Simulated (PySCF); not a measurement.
## How the method moves the HOMO and LUMO of `BBCBSB`

Compound: CH8B4S.
SMILES with atom numbers: `[BH2:1][BH:2][CH2:3][BH:4][S:5][BH2:6]` (hydrogens: H7, H8 on B1; H9 on B2; H10, H11 on C3; H12 on B4; H13, H14 on B6)

Geometry (PBE0-D3(BJ)/def2-SVP, Å), atoms numbered from 1 in this order:
```xyz
14
CH8B4S angstrom
B     -2.678    1.170   -0.108
B     -1.682   -0.117   -0.401
C     -0.738   -0.799    0.658
B      0.703   -0.678    0.087
S      1.878    0.489    0.849
B      3.372    0.290   -0.125
H     -2.300    2.315   -0.244
H     -3.833    1.024    0.233
H     -1.661   -0.568   -1.534
H     -0.862   -0.438    1.688
H     -0.995   -1.874    0.577
H      1.065   -1.307   -0.877
H      3.406   -0.484   -1.046
H      4.318    0.964    0.194
```

Basis pcSseg-1 throughout (PySCF), one geometry. The structure is a single PBE0-D3(BJ)/def2-SVP conformer in the gas phase; no vibrational or solvent corrections.

Q: How do the orbital energies, the gap and the dipole change with the method?

A: 
```csv
method,kind,HOMO (eV),LUMO (eV),gap (eV),μ (D),SCF cycles
BLYP,GGA,-6.82,-2.95,3.86,1.08,14
OPBE,GGA,-6.87,-3.02,3.85,1.16,14
B97-D,GGA,-6.91,-2.93,3.98,1.10,14
PBE,GGA,-6.92,-3.17,3.75,1.11,14
KT2,GGA,-6.96,-3.16,3.79,1.06,14
KT3,GGA,-6.99,-3.04,3.95,1.07,14
LDA,LDA,-7.00,-3.44,3.56,1.13,14
BP86,GGA,-7.03,-3.23,3.80,1.11,14
B97-2,global hybrid,-7.94,-2.18,5.76,1.10,12
B3LYP,global hybrid,-7.99,-2.37,5.62,1.07,12
PBE0,global hybrid,-8.19,-2.22,5.97,1.11,12
mPW1PW91,global hybrid,-8.22,-2.20,6.02,1.11,12
BHandHLYP,global hybrid,-9.35,-1.10,8.25,1.09,12
CAM-B3LYP,range-separated hybrid,-9.57,-1.07,8.50,1.09,12
wB97X-D,range-separated hybrid,-10.08,-0.35,9.72,1.13,13
LC-wPBE,range-separated hybrid,-10.94,0.02,10.96,1.15,12
HF,Hartree–Fock,-10.97,1.48,12.45,1.20,11
```

The HOMO spans 4.15 eV, from BLYP down to HF, and the gap runs from 3.56 eV (LDA) to 12.45 eV (HF). Over the methods BLYP (0 %), OPBE (0 %), B97-D (0 %), PBE (0 %), KT2 (0 %), KT3 (0 %), LDA (0 %), BP86 (0 %), B97-2 (21 %), B3LYP (20 %), PBE0 (25 %), mPW1PW91 (25 %), BHandHLYP (50 %), HF (100 %), a straight line through the gap against the share of exact exchange rises by 0.87 eV for each 10 % (correlation coefficient 0.999). The dipole ranges from 1.06 D (KT2) to 1.20 D (HF). This basis has no diffuse functions.
